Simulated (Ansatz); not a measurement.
A search over several starts for the lowest SCF solution of the cluster PdAu3⁺ at the given spin, in a small basis.

```yaml
crystal:
  periodic: [false, false, false]
  atoms:
    - {symbol: Pd, position_ang: [-0.120056, 1.168215, -0.698545]}
    - {symbol: Au, position_ang: [-1.177811, -1.087561, -1.602731]}
    - {symbol: Au, position_ang: [0.119540, -1.155414, 0.689915]}
    - {symbol: Au, position_ang: [1.178328, 1.074761, 1.611361]}
basis:
  gaussian: {orbitals: def2-SVP}
total_charge: 1
hamiltonian: {xc: pbe0, dispersion: d4}
output: {orbitals: {seedname: orbitals}}
```

```sh
$ ansatz run in.yaml --threads 4 --pin off --events-out ev --progress --plain --max-ram 3916MiB
```

It prints (some lines left out):

```
Functional definition: PBE0
1431 factors; their error is unknown
mean field evaluation 1: about -14537.1188 eV, gradient 8.1e1 eV
mean field evaluation 2: about -13968.1524 eV, gradient 3.2e2 eV
mean field evaluation 4: about -14549.7816 eV, gradient 3.1e1 eV
mean field evaluation 8: about -14552.9054 eV, gradient 6.1e-1 eV
mean field evaluation 16: about -14553.3226 eV, gradient 7.4e-3 eV
mean field -14553.32261981 eV, -534.8247416815 hartree, gradient 6.1e-5 eV, S^2 0.000000; 0 other end points of the search recorded, 0 dependent functions left out
reference -14553.32266582 eV, -534.8247433726 hartree; 37, 37 occupied and 90, 90 virtual orbitals, 1431 factors
Total energy: -14553.52116126 eV, -534.8320379454 hartree
```

Run time 2.4 s (4 threads of Arm Neoverse V2 on a shared host).

In the def2 sets Au, Pd take a core potential; there is no spin–orbit coupling. A triplet lies near this restricted singlet, and broken spin symmetry wasn't tried. The structure comes from a short search, and lower isomers may exist.
